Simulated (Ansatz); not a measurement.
System: Si₂N₂H₉, net charge 1, singlet state. SMILES: N[SiH2][SiH2][NH3+]

Atoms: N1, Si2, Si3, N4, H5, H6, H7, H8, H9, H10, H11, H12, H13. Bonds: N1-Si2, N1-H5, N1-H6, Si2-Si3, Si2-H7, Si2-H8, Si3-N4, Si3-H9, Si3-H10, N4-H11, N4-H12, N4-H13.

Bond lengths (Å) and angles (degrees) optimised at HF/3-21G with Ansatz (a program for electronic structure); HF/6-31G* with Ansatz; B3LYP/LANL2DZ with Ansatz, each started from the B3LYP-D3(BJ)/def2-TZVP structure (Ansatz) of the last column. A row stands for all coordinates that are equal there; 13 of 29 kinds are shown. 6-31G* holds six Cartesian d functions. No wavenumbers were computed at B3LYP/LANL2DZ, so these may be saddle points.

```tsv
coordinate	HF/3-21G	HF/6-31G*	B3LYP/LANL2DZ	B3LYP-D3(BJ)/def2-TZVP
N1-Si2	1.794	1.750	1.806	1.756
N1-H5	1.010	1.003	1.022	1.014
Si2-Si3	2.415	2.367	2.382	2.375
Si2-H7	1.474	1.466	1.475	1.474
Si3-N4	1.912	1.926	1.914	1.909
Si3-H10	1.474	1.464	1.475	1.473
N4-H11	1.058	1.018	1.091	1.045
N4-H12	1.016	1.010	1.027	1.020
N1-Si2-Si3	97.1	100.1	97.0	99.1
Si2-Si3-N4	94.3	98.4	94.2	96.2
Si2-N1-H5	117.5	116.1	117.1	116.1
Si2-N1-H6	117.5	117.3	117.1	116.9
N1-Si2-H7	111.5	116.0	110.8	114.6
```

Mean signed difference of all 12 bond lengths from B3LYP-D3(BJ)/def2-TZVP: HF/3-21G 0.007 Å, HF/6-31G* -0.008 Å, B3LYP/LANL2DZ 0.012 Å.
